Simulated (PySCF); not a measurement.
**Computed properties of Sn(OMe)(SH) (CH4OSSn), SMILES C[O][Sn][SH]**

Sn(OMe)(SH) (CH₄OSSn), SMILES C[O][Sn][SH] (connectivity only; charge and spin as stated), neutral, multiplicity 1. The structure is a stationary point at B3LYP-D3(BJ)/def2-SVP. The def2 effective core potentials stand for the cores of Sn; spin–orbit coupling is left out. One conformer was computed; it need not be the lowest. All values are computed for the isolated molecule unless a solvent is named; none is compared with measurement here.

**Structure.** The optimised structure has Cs symmetry. All 18 harmonic modes at B3LYP-D3(BJ)/def2-SVP (PySCF) are real, so it is a minimum. With heavy atoms numbered as in [Sn:1]([O:2][CH3:3])[SH:7], the shortest bond between them is O2–C3 at 1.404 Å and the longest Sn1–S7 at 2.494 Å.

**Vibrations.** The strongest infrared lines (harmonic, unscaled, degenerate partners summed) lie at 1112 cm⁻¹ (191 km/mol, O 49 %, C 44 %), 2966 cm⁻¹ (77 km/mol, H 97 %), 519 cm⁻¹ (61 km/mol, O 66 %, Sn 14 %, C 13 %). The softest mode is at 46 cm⁻¹ and the zero-point energy is 31.3 kcal/mol.

**Electronic structure.** M06-2X/def2-TZVP (PySCF) places the frontier levels at -8.28 and -1.58 eV, a gap of 6.70 eV, and gives a dipole moment of 2.03 D and a mean polarisability of 77.4 bohr³. PBE/def2-TZVP (PySCF) at the same geometry gives -6.16 and -2.96 eV, so its gap is 3.50 eV narrower. An orbital gap is neither the optical nor the fundamental gap.

**Excitations.** TDDFT-PBE0/def2-SVPD (PySCF) has S1 at 3.90 eV (318 nm, f = 0.028, weak); the most intense of the 10 singlets computed lies at 5.90 eV (f = 0.17). T1 (TDA) is at 2.96 eV. TDDFT-PBE/def2-SVPD (PySCF) puts S1 at 3.66 eV. No vertical singlet excitation falls in the visible range (under 3.1 eV).
